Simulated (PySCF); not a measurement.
PySCF 2.14 output of an unrestricted LDA calculation on a single atom or ion in aug-cc-pVDZ-DK (7s6p4d2f, 59 functions), with the spin-free X2C one-electron Hamiltonian (Gaussian nucleus):

```
SCF conv_tol = 1e-09
number electrons alpha = 15  beta = 9
    P. A. M. Dirac.,  Math. Proc. Cambridge Philos. Soc. 26, 376 (1930)
    F. Bloch.,  Z. Phys. 57, 545 (1929)
    S. H. Vosko, L. Wilk, and M. Nusair.,  Can. J. Phys. 58, 1200 (1980)
cycle= 1 E= -1048.33522830826  delta_E= -0.00351  |g|= 0.16  |ddm|= 1.15
cycle= 2 E= -1048.30848143667  delta_E= 0.0267  |g|= 0.301  |ddm|= 1.01
cycle= 3 E= -1048.34539477774  delta_E= -0.0369  |g|= 0.00186  |ddm|= 0.61
cycle= 4 E= -1048.34539529076  delta_E= -5.13e-07  |g|= 0.00191  |ddm|= 0.0198
cycle= 5 E= -1048.3453970727  delta_E= -1.78e-06  |g|= 0.000288  |ddm|= 0.00832
cycle= 6 E= -1048.3453971108  delta_E= -3.81e-08  |g|= 3.89e-05  |ddm|= 0.0018
cycle= 7 E= -1048.34539711138  delta_E= -5.79e-10  |g|= 1.37e-06  |ddm|= 0.000245
converged SCF energy = -1048.34539711138  <S^2> = 12.000114  2S+1 = 7.0000326
```

The run itself started from symmetry-adapted Hartree-Fock orbitals and held the occupation by maximum overlap, on a logarithmic radial grid, so the iterations belong to that start.

Question: Which element, charge and spin multiplicity is this?

Answer: Cr (chromium, neutral), multiplicity 7; the state was [Ar] 3d5 4p1, high-spin 7P determinant (an excited configuration).
